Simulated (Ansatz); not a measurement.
Reaction (redistribution): `O[SiH2]CS` + `BB(C)O` → `B[SiH2]CS` + `CB(O)O`

Isolated molecules relaxed with PBE0-D4/def2-TZVP in Ansatz; ΔE leaves out vibrations. CCSD(T)/CBS adds triple-zeta CCSD(T) − MP2 to the extrapolated MP2 energy (def2 sets, frozen cores). This one scheme is used for every species. Functionals use def2-TZVPP. Each species was taken in one conformer, which may not be the lowest.

```csv
level,ΔE (kcal/mol),difference from CCSD(T)/CBS
r2SCANh-D4,-7.3,-0.3
r2SCAN0-D4,-7.5,-0.5
PBE-QIDH,-7.8,-0.8
PBE,-8.3,-1.3
PBE0,-8.4,-1.4
LC-ωPBE,-7.7,-0.7
SCS-MP2/def2-TZVPP,-6.7,0.3
CCSD(T)/def2-TZVPP,-7.8,-0.8
MP2/def2-QZVPP,-6.2,0.8
MP2/CBS(def2),-6.0,1.0
CCSD(T)/CBS,-7.0,0
```

Q: What do rigid-rotor, harmonic-oscillator terms from PBE0-D4/def2-TZVP frequencies (298.15 K, 1 bar) make of the CCSD(T)/CBS value? (Estimate.)

A: The calculation gave: ΔZPE = 0.0 kcal/mol, ΔH = -6.8 kcal/mol, ΔS = 16 J/(mol·K), ΔG = -8.0 kcal/mol. Modes under 50 cm⁻¹ make the entropy rough.

Largest T1 diagnostic among the species: 0.012.

Leaving LDA and LC-ωPBE aside and taking each functional with its dispersion term where it has one, the values, not all of them listed here, spread over 1.6 kcal/mol, from HSE06-D4 to BLYP-D4. At CCSD(T), def2-SVP lies −7.1 kcal/mol from the extrapolated value and def2-TZVPP −0.8 kcal/mol.
